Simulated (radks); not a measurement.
Ru17+, configuration [Ar] 3d9.

Method: scalar-relativistic Kohn-Sham, PBE, spin-unpolarised, spherical densities, point nucleus; computed with a radial shooting solver on a logarithmic mesh with Libxc functionals.

Energy parts (eV):
| part | energy |
|---|---|
| total | -120030.327 |
| kinetic | 124229.641 |
| electron-nucleus | -276809.534 |
| Hartree | 35780.870 |
| exchange-correlation | -3231.304 |

Orbitals (lengths in bohr, moments of r in powers of bohr; r(max) is where P^2 peaks; r(90%) holds 90 % of the orbital's charge):
orbital  occ.  eigenvalue (eV)  r(90%)   r(max)  <1/r>
1s          2        -22403.07  0.0599  0.02172  45.88
2s          2        -3609.635   0.225   0.1228  10.38
2p          6        -3282.046   0.206  0.09814  10.07
3s          2        -980.7681   0.579   0.3578  3.677
3p          6        -872.5657   0.588   0.3500  3.516
3d          9        -701.3413   0.577   0.2939  3.311

The highest occupied level is 3d at -701.34 eV. The density falls to 0.001 e/bohr^3 at r = 1.24 bohr. For comparison, the ionisation energy in NIST's Atomic Spectra Database is 723 eV (theoretical). In exact Kohn-Sham theory the highest level is minus the ionisation energy, but local and semilocal functionals leave it too shallow, through self-interaction and a potential that decays too fast; potentials with the right tail come closer. Summed over all electrons, <r^2> = 3.026 bohr^2, which gives a Langevin (diamagnetic) susceptibility term of -2.4 x 10^-6 cm^3/mol.

Beside tabulated values, note that spin-unpolarised runs miss the spin-polarisation part of the exchange energy of open shells.
